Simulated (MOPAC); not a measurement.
A run for MOPAC: AM1 on AlAs+, 2S+1 = 4, a spin state set in the input, which need not be the lowest, a point of a bond scan (R = 2.659 Å). Charge +1.

```
AM1 1SCF PRECISE CHARGE=1 UHF MS=1.5 THREADS=1
AlAs

Al     0.00000000 1     0.00000000 1     0.00000000 1
As     0.00000000 1     0.00000000 1     2.65908500 1
```

Program output:

```
*******************************************************************************
 **                                                                           **
 **                              MOPAC v23.2.5                                **
 **                                                                           **
 *******************************************************************************
 ** MOPAC's Digital Object Identifier: https://doi.org/10.5281/zenodo.6511958 **
 **                                                                           **
 ** Please cite the open-source release paper for use of this MOPAC version:  **
 ** J. E. Moussa and J. J. P. Stewart (2026)                                  **
 ** MOPAC: An open-source semiempirical molecular orbital program             **
 ** J. Open Source Softw., 11(119), 8025, https://doi.org/10.21105/joss.08025 **
 *******************************************************************************

                              AM1 CALCULATION RESULTS

 *******************************************************************************
 *  AM1        - The AM1 Hamiltonian to be used
 *  UHF        - UNRESTRICTED HARTREE-FOCK CALCULATION
 *
 *
 *
 *                 CHARGE ON SYSTEM = +1
 *
 *
 *
 *  MS=        - IN MECI, MAGNETIC COMPONENT OF SPIN =  1.5
 *  PRECISE    - TIGHTER CRITERIA TO BE USED
 *  1SCF       - DO 1 SCF AND THEN STOP
 *  THREADS=1  - MULTI-THREADING NOT USED
 *  T=         - A TIME OF 172800.0 SECONDS REQUESTED
 *  DUMP=N     - RESTART FILE WRITTEN EVERY 7200.0 SECONDS REQUESTED
 *******************************************************************************
AM1 1SCF PRECISE CHARGE=1 UHF MS=1.5 THREADS=1
 AlAs

   ATOM   CHEMICAL          X               Y               Z
  NUMBER   SYMBOL      (ANGSTROMS)     (ANGSTROMS)     (ANGSTROMS)

     1      Al          0.00000000  *   0.00000000  *   0.00000000  *
     2      As          0.00000000  *   0.00000000  *   2.65908500  *



          CARTESIAN COORDINATES

    NO.       ATOM           X           Y           Z

     1        Al          0.0000      0.0000      0.0000
     2        As          0.0000      0.0000      2.6591

 Al: (AM1): M. J. S. Dewar, A. J. Holder, Organometallics, 9, 508-511 (1990).
 As: (AM1): J. J. P. STEWART, J. MOL. MOD., 10, 155-164 (2004)

           Empirical Formula: Al As  =     2 atoms



      MOLECULAR POINT GROUP   :   C*v


          UHF CALCULATION, NO. OF ALPHA ELECTRONS =    5
                           NO. OF BETA  ELECTRONS =    2

 -------------------------------------------------------------------------------
 AM1 1SCF PRECISE CHARGE=1 UHF MS=1.5 THREADS=1
 AlAs



     1SCF WAS SPECIFIED, SO BFGS WAS NOT USED
     SCF FIELD WAS ACHIEVED


                              AM1 CALCULATION
                                                       MOPAC v23.2.5 Linux




          FINAL HEAT OF FORMATION =        269.35440 KCAL/MOL =    1126.97880 KJ/MOL


          COSMO AREA              =        104.98 SQUARE ANGSTROMS
          COSMO VOLUME            =         93.09 CUBIC ANGSTROMS

          IONIZATION POTENTIAL    =         13.734699 EV
          ALPHA SOMO LUMO (EV)    =        -13.735 -5.962
          BETA  SOMO LUMO (EV)    =        -16.142 -7.376
          NO. OF ALPHA ELECTRONS  =          5
          NO. OF BETA  ELECTRONS  =          2
          MOLECULAR WEIGHT        =        101.9031         POINT GROUP:  C*v

          MOLECULAR DIMENSIONS (Angstroms)

            Atom       Atom       Distance
           As     2   Al     1     2.65909
           As     2   Al     1     0.00000
           Al     1   As     2     0.00000


          SCF CALCULATIONS        =          1





   ATOM   CHEMICAL          X               Y               Z
  NUMBER   SYMBOL      (ANGSTROMS)     (ANGSTROMS)     (ANGSTROMS)

     1      Al          0.00000000  *   0.00000000  *   0.00000000  *
     2      As          0.00000000  *   0.00000000  *   2.65908500  *

                             CARTESIAN COORDINATES

   1   Al        0.000000000     0.000000000     0.000000000
   2   As        0.000000000     0.000000000     2.659085000


           Empirical Formula: Al As  =     2 atoms



      MOLECULAR POINT GROUP   :   C*v


          ALPHA EIGENVALUES
 -22.64101 -17.08881 -14.14570 -14.14570 -13.73470  -5.96211  -5.96211  -5.40844


           BETA EIGENVALUES
 -21.02639 -16.14218  -7.37606  -6.54215  -6.54215  -5.36306  -5.36306  -4.56958


              NET ATOMIC CHARGES AND DIPOLE CONTRIBUTIONS

  ATOM NO.   TYPE          CHARGE      No. of ELECS.   s-Pop       p-Pop
    1         Al           0.828379        2.1716     1.85682     0.31480
    2         As           0.171621        4.8284     1.97772     2.85066
 DIPOLE           X         Y         Z       TOTAL
 POINT-CHG.     0.000     0.000    -7.198     7.198
 HYBRID         0.000    -0.000    -0.352     0.352
 SUM            0.000    -0.000    -7.550     7.550


          ATOMIC ORBITAL ELECTRON POPULATIONS

     Atom    s        px        py        pz
    1 Al   1.85682   0.02473   0.02473   0.26534
    2 As   1.97772   0.97527   0.97527   0.90012


                    (SZ)    =    1.500000
                    (S**2)  =    3.776837


          ATOMIC ORBITAL SPIN POPULATIONS

    Atom   Total    s     px     py     pz
         Atomic
    1 Al  0.3310  0.103  0.025  0.025  0.178
    2 As  2.6690  0.003  0.975  0.975  0.716

 **********************
 *                    *
 * JOB ENDED NORMALLY *
 *                    *
 **********************




 == MOPAC DONE ==
```

The run finished.

Cost: around 0.020 core-seconds (rough).
